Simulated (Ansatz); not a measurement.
Compare A (`C/C=C(\C)[SiH3]`) with its isomer B (`CC/C=C/[SiH3]`).

Gas-phase electronic energies from Ansatz, PBE0-D4/def2-TZVP geometries. CCSD(T)/CBS is the MP2 limit (def2-TZVPP, def2-QZVPP) plus CCSD(T) − MP2 in def2-TZVPP, frozen cores. Double bonds are as drawn, so ΔE can hold a change between cis and trans. Functionals use def2-TZVPP. One conformer a species, not always the lowest.

(1) Which is lower in electronic energy at CCSD(T)/CBS, and by how much? (An estimate is asked.)

(2) Give E(B) − E(A) in kcal/mol with ωB97M-V, r2SCAN-D4, MP2/def2-TZVPP, B2PLYP, PBE0-D4, PBE-D4, CCSD/def2-TZVPP. (Best estimate.)

Largest T1 diagnostic: 0.011.

## Answers

(1) The calculation gave: A, by 0.3 kcal/mol. So small a gap doesn't settle the order.

(2) Ansatz gave: ωB97M-V 0.5, r2SCAN-D4 1.0, MP2/def2-TZVPP 0.7, B2PLYP 0.2, PBE0-D4 1.2, PBE-D4 1.6, CCSD/def2-TZVPP -0.1. None reverses the order clearly.

The D4 term adds +1.0 kcal/mol with B3LYP and +0.5 kcal/mol with PBE0; it sums over pairs of atoms, weighted by their polarisabilities, and B3LYP, whose exchange is more repulsive, gets the larger term. In def2-TZVPP, CCSD(T) changes the Hartree–Fock value by +2.0 kcal/mol (the triples alone add +0.4 kcal/mol) and MP2 by +2.4 kcal/mol.

B3LYP here is the variant with VWN-RPA as its local correlation; programs differ in this.
